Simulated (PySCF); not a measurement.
Job file and geometry (Å, from GFN2-xTB) of an NMR shielding run on SMILES COC/C(C)=C(\[SiH3])CF, C$_{6}$H$_{13}$FOSi, GIAO PBE0/pcSseg-1 NMR shielding, non-relativistic, gas phase (PySCF); density fitting, a coarse starting grid and PySCF grid level 2 are the driver's defaults:

```
$ OMP_NUM_THREADS=1 python probes_run.py task.json out

{"job": {"kind": "nmr", "xc": "PBE0", "basis": "pcSseg-1"}, "charge": 0, "multiplicity": 1}
C      2.065929    -1.013511     0.956058
O      1.315282    -1.458027    -0.147086
C      1.095525    -0.452468    -1.110308
C      0.051356     0.547352    -0.674097
C      0.258093     1.964818    -1.132251
C     -0.960956     0.134589     0.085949
Si    -1.250213    -1.695194     0.500744
C     -1.982268     1.104918     0.592107
F     -2.536851     0.669380     1.774862
H      3.062642    -0.682252     0.640196
H      1.565316    -0.191434     1.478165
H      2.163203    -1.862290     1.629245
H      2.041063     0.058685    -1.341619
H      0.759518    -0.979736    -2.010085
H      0.633226     2.582554    -0.314509
H     -0.675388     2.400910    -1.482071
H      0.980979     2.003544    -1.943965
H     -0.967051    -2.536382    -0.659515
H     -2.696940    -1.795760     0.740900
H     -0.561136    -2.081897     1.727813
H     -2.814301     1.209073    -0.116693
H     -1.557437     2.092514     0.805309
```

Problem. What does the program print?

Solution. 
```
coarse grid: 18376 points
cycle   1  E = -700.1697449226  dE =  9.504e-01  |g| = 6.788e-01  |ddm| = 4.109e+00
cycle   2  E = -700.1026675009  dE =  6.708e-02  |g| = 9.425e-01  |ddm| = 1.499e+00
cycle   3  E = -700.2552389106  dE = -1.526e-01  |g| = 1.035e-01  |ddm| = 9.601e-01
cycle   4  E = -700.2569000437  dE = -1.661e-03  |g| = 4.617e-02  |ddm| = 1.192e-01
cycle   5  E = -700.2573485391  dE = -4.485e-04  |g| = 1.147e-02  |ddm| = 5.377e-02
cycle   6  E = -700.2573695949  dE = -2.106e-05  |g| = 5.781e-03  |ddm| = 1.373e-02
cycle   7  E = -700.2573774273  dE = -7.832e-06  |g| = 8.831e-04  |ddm| = 5.664e-03
final grid: 171824 points
cycle   8  E = -700.3284708695  dE = -4.943e-05  |g| = 1.216e-02  |ddm| = 4.028e-02
cycle   9  E = -700.3284441130  dE =  2.676e-05  |g| = 1.731e-02  |ddm| = 2.344e-02
cycle  10  E = -700.3285005048  dE = -5.639e-05  |g| = 1.670e-03  |ddm| = 1.472e-02
cycle  11  E = -700.3285010881  dE = -5.833e-07  |g| = 2.084e-04  |ddm| = 1.872e-03
cycle  12  E = -700.3285010956  dE = -7.512e-09  |g| = 1.052e-04  |ddm| = 3.511e-04
cycle  13  E = -700.3285010976  dE = -1.957e-09  |g| = 3.867e-05  |ddm| = 1.171e-04
cycle  14  E = -700.3285010979  dE = -3.020e-10  |g| = 1.074e-05  |ddm| = 4.407e-05
converged SCF energy = -700.3285010979

GIAO shielding tensors (ppm)
atom      isotropic    diamagn.    paramagn.     s11        s22        s33       span
  0 C      129.931     247.604    -117.674     93.027    112.649    184.116     91.090
  1 O      294.607     398.242    -103.635    255.406    303.228    325.188     69.782
  2 C      106.830     246.717    -139.888     74.757     96.352    149.380     74.623
  3 C       37.371     265.511    -228.139    -78.394     42.500    148.007    226.401
  4 C      166.940     247.770     -80.831    154.414    160.826    185.579     31.165
  5 C       46.260     261.342    -215.082    -56.211     43.234    151.757    207.967
  6 Si     435.475     881.331    -445.856    413.964    431.100    461.362     47.398
  7 C       99.066     242.767    -143.701     63.999     84.181    149.018     85.019
  8 F      417.581     472.051     -54.471    384.437    403.356    464.949     80.512
  9 H       28.803      29.629      -0.826     25.211     25.917     35.281     10.070
 10 H       28.326      32.745      -4.418     24.576     27.715     32.688      8.112
 11 H       28.178      29.907      -1.729     24.135     25.765     34.633     10.498
 12 H       28.339      32.677      -4.338     23.586     28.873     32.557      8.971
 13 H       26.904      31.155      -4.250     23.710     25.792     31.211      7.501
 14 H       29.688      30.343      -0.654     26.025     27.853     35.187      9.162
 15 H       30.076      30.038       0.038     25.086     29.299     35.843     10.757
 16 H       30.341      30.157       0.184     25.875     29.691     35.457      9.582
 17 H       27.600      30.808      -3.208     23.538     27.410     31.853      8.315
 18 H       27.553      29.723      -2.170     23.216     27.027     32.416      9.199
 19 H       27.643      30.751      -3.108     23.899     27.204     31.826      7.927
 20 H       26.226      28.718      -2.491     21.951     27.206     29.521      7.570
 21 H       26.231      30.518      -4.287     21.051     26.994     30.649      9.598
```

Problem. Turn these shieldings into chemical shifts. References, each an isolated molecule treated in the same way: $^{13}$C (σref 186.93), $^{29}$Si (σref 349.16), $^{1}$H (σref 31.72) against TMS; $^{17}$O (σref 336.08) vs H2O; $^{19}$F (σref 170.95) against CFCl3.

Solution. Averaging equivalent atoms: C 3: 149.6; C 5: 140.7; C 7: 87.9; C 2: 80.1; C 0: 57.0; C 4: 20.0; O 1: 41.5; Si 6: -86.3; F 8: -246.6; H 20/21: 5.49; H 17/18/19: 4.12; H 12/13: 4.10; H 9/10/11: 3.28; H 14/15/16: 1.68 ppm. Unscaled 19F shifts against computed CFCl3 carry errors that often reach 10 to 50 ppm. Experimental scales use liquid or dissolved standards, which lie at an offset from isolated H2O (liquid H2O: subtract about 36 ppm).

Size and cost of the density-fitted run: 225 basis functions, 54 s wall time on 1 thread of an Arm Neoverse V1, shared host; peak memory 1.1 GiB.
